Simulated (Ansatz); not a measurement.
Relaxation of F$_{3}$HSi (5 atoms, charge 0, multiplicity 1), to a largest force component of 0.03 eV/Å in at most 50 steps.

Theory: RKS PBE0/def2-SVP in Ansatz 0.2.0.

```xyz
5
Properties=species:S:1:pos:R:3
Si -0.792 0.000 0.185
H 1.489 0.000 1.564
F 1.932 0.000 0.753
F -0.754 1.250 -0.854
F -0.754 -1.250 -0.854
```

Q: Where does it end, and by what steps?

A: It converged. After 7 steps the energy has fallen by 0.087 eV; F3 moved furthest, 0.45 Å.

```json
{"step": "0", "energy less start (eV)": "0.0000", "largest force component (eV/Å)": "0.175", "accepted": "yes"}
{"step": "1", "energy less start (eV)": "0.0717", "largest force component (eV/Å)": "3.089", "accepted": "no"}
{"step": "2", "energy less start (eV)": "-0.0221", "largest force component (eV/Å)": "0.678", "accepted": "yes"}
{"step": "3", "energy less start (eV)": "-0.0390", "largest force component (eV/Å)": "1.168", "accepted": "yes"}
{"step": "4", "energy less start (eV)": "-0.0648", "largest force component (eV/Å)": "1.153", "accepted": "yes"}
{"step": "5", "energy less start (eV)": "-0.0851", "largest force component (eV/Å)": "0.268", "accepted": "yes"}
{"step": "6", "energy less start (eV)": "-0.0823", "largest force component (eV/Å)": "0.291", "accepted": "no"}
{"step": "7", "energy less start (eV)": "-0.0871", "largest force component (eV/Å)": "0.014", "accepted": "yes"}
```

```xyz
5
Properties=species:S:1:pos:R:3
Si -0.856 0.000 0.212
H 1.653 0.000 1.551
F 1.501 0.000 0.637
F -0.589 1.249 -0.803
F -0.589 -1.249 -0.803
```

Whether the end is a true minimum wasn't checked by a vibrational analysis.

Run time: 14 s on 1 thread of Arm Neoverse V1 (shared host), peak memory 0.12 GiB.
